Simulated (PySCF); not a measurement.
## Polarisability and C₆ of Cr (chromium, neutral)

[Ar] 3d5 4s1, high-spin 7S determinant. Computed with PySCF 2.14 in def2-TZVPPD (6s6p4d2f1g, 67 functions), with the non-relativistic Hamiltonian (point nucleus). Coupled (time-dependent) response in atomic units; α is the mean over directions.

```
method  mean α (bohr³)  C₆ (like pair)  S(−4)
   UHF           111.4           987.2  11510
   PBE           67.64           487.9   3922
  PBE0           74.18           563.5   4587
```

S(−4) is the Cauchy moment in α(ω) = α(0) + S(−4) ω² + …

Reference α: 83 ± 12 bohr³ (recommended; Schwerdtfeger and Nagle, table of static dipole polarizabilities (2023 update)). Published C₆: 602.0 (Chu and Dalgarno (2004); Tang, Norbeck and Certain (1976)).

Hartree-Fock lies above the reference because it lacks correlation, which contracts the outer shell.

α(iu) at PBE:

| u (hartree) | α(iu) (bohr³) |
| --- | --- |
| 0 | 67.64 |
| 0.0500 | 59.16 |
| 0.100 | 43.44 |
| 0.200 | 22.24 |
| 0.300 | 13.22 |
| 0.500 | 6.831 |
| 0.750 | 4.307 |
| 1.00 | 3.215 |
| 1.50 | 2.136 |
| 2.00 | 1.545 |
| 3.00 | 0.9033 |
| 5.00 | 0.4048 |

A single London oscillator, α(iu) = α/(1 + u²/ω²), gives C₆ = (3/4) ω α². Matching the computed C₆ needs ω = 4 × 487.9 / (3 × 67.64²) = 0.142 hartree.
